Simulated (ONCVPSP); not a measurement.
## Plane-wave convergence, ONCV potential for Tc (Z = 43)

technetium, optimised norm-conserving Vanderbilt (ONCV), made with ONCVPSP 4.0.1 (PBE, scalar-relativistic). Core [Ar] 3d10, reference 4s2 4p6 4d5 5s2. Waves: 4s+5s: rc 1.95 bohr, ncon 4, nbas 8, qcut 8.2 1/bohr, 2 projectors; 4p: rc 1.15 bohr, ncon 4, nbas 8, qcut 7.5 1/bohr, 1 projector; 4d: rc 1.60 bohr, ncon 5, nbas 9, qcut 5.6 1/bohr, 2 projectors, debl 3 Ha. Local part: polynomial inside 0.80 bohr (lpopt 3, dvloc0 0 Ha). Core correction: Teter function, fcfact 5.5, rcfact 1.65.

**Question.** For each optimised wave give the share of its norm inside rc, the residual kinetic energy above qcut (Ha) and the cutoffs (Ha) for errors of 10, 1, 0.1 and 0.01 mHa per electron.

**Answer.**

```json
{"wave": "4s", "norm inside rc": "0.980", "residual KE": "1.3e-08", "10 mHa": "12.8", "1 mHa": "18.2", "0.1 mHa": "22.1", "0.01 mHa": "25.4"}
{"wave": "5s", "norm inside rc": "0.098", "residual KE": "1.1e-08", "10 mHa": "8.6", "1 mHa": "16.6", "0.1 mHa": "21.6", "0.01 mHa": "25.5"}
{"wave": "4p", "norm inside rc": "0.522", "residual KE": "2.4e-03", "10 mHa": "21.7", "1 mHa": "46.8", "0.1 mHa": "141.0", "0.01 mHa": "164.5"}
{"wave": "4d", "norm inside rc": "0.522", "residual KE": "9.9e-03", "10 mHa": "15.7", "1 mHa": "54.0", "0.1 mHa": "106.6", "0.01 mHa": "120.4"}
{"wave": "d projector 2", "norm inside rc": "0.100", "residual KE": "2.2e-02", "10 mHa": "17.6", "1 mHa": "24.1", "0.1 mHa": "59.0", "0.01 mHa": "104.1"}
```

The occupied waves need 54 Ha and 141 Ha for 1 and 0.1 mHa. Note: no bound ghost flagged; GHOST(+) flagged for s at 55.8 eV.
